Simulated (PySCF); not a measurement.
**Basis and Hamiltonian dependence of the excitation energy of Cu⁺**

Cu⁺ [Ar] 3d10 (1S) → Cu⁺ [Ar] 3d9 4s1 (3D). Calculated with PySCF 2.14 from differences of total energies of unrestricted determinants, without spin-orbit coupling. Values in eV.

| basis | Hamiltonian | functions | UHF | PBE | PBE0 | MP2 (valence) | CCSD(T) (valence) | CCSD(T) (valence and next inner shell) |
| --- | --- | --- | --- | --- | --- | --- | --- | --- |
| aug-cc-pVDZ-PP with ECP10MDF | ECP | 54 | 0.709 | 2.521 | 2.255 | 3.449 | 2.648 | n/a |
| ANO-RCC-VTZP | spin-free X2C | 59 | 0.773 | 2.935 | 2.567 | 3.622 | 2.805 | 2.906 |
| aug-cc-pVDZ-DK | spin-free X2C | 59 | 0.687 | 2.564 | 2.260 | 3.325 | 2.522 | n/a |
| x2c-TZVPPall | spin-free X2C | 64 | 0.721 | 2.801 | 2.454 | 3.458 | 2.662 | 2.742 |
| aug-cc-pwCVDZ-PP with ECP10MDF | ECP | 70 | 0.649 | 2.521 | 2.242 | 3.410 | 2.611 | 2.628 |
| x2c-TZVPPall with one added diffuse shell each of s, p, d, f type | spin-free X2C | 80 | 0.717 | 2.788 | 2.443 | 3.467 | 2.662 | n/a |
| aug-cc-pVTZ-PP with ECP10MDF | ECP | 88 | 0.623 | 2.485 | 2.210 | 3.399 | 2.587 | n/a |
| def2-QZVPPD | non-relativistic | 100 | 1.110 | 3.131 | 2.804 | 3.855 | 3.058 | n/a |
| dyall-av2z | non-relativistic | 101 | 1.148 | 3.148 | 2.819 | 3.770 | 2.996 | n/a |
| x2c-QZVPPall | spin-free X2C | 108 | 0.651 | 2.668 | 2.334 | 3.419 | n/a | n/a |
| aug-cc-pVTZ-PP with one added diffuse shell each of s, p, d, f, g type with ECP10MDF | ECP | 113 | 0.622 | 2.485 | 2.209 | 3.401 | n/a | n/a |
| aug-cc-pVQZ-PP with ECP10MDF | ECP | 135 | 0.616 | 2.481 | 2.206 | 3.458 | n/a | n/a |
| aug-cc-pwCVTZ-DK with one added diffuse shell each of s, p, d, f, g type | spin-free X2C | 152 | 0.643 | 2.643 | 2.314 | 3.420 | n/a | n/a |

Problem. Estimate the row for aug-cc-pwCVTZ-PP with ECP10MDF (ECP, 122 functions).

Solution. From the rows with the same Hamiltonian and similar size; the calculation gives UHF 0.61; PBE 2.48; PBE0 2.20; MP2 (valence) 3.42 (eV).

Frozen in the all-electron rows: valence: [Ar]; valence and next inner shell: [Ne]; with a core potential, the same shells as far as they lie outside it.

Non-relativistic rows lack the scalar-relativistic shift.

Reference for a calculation without spin-orbit coupling: 2.808 eV (measured, between term centres; NIST).
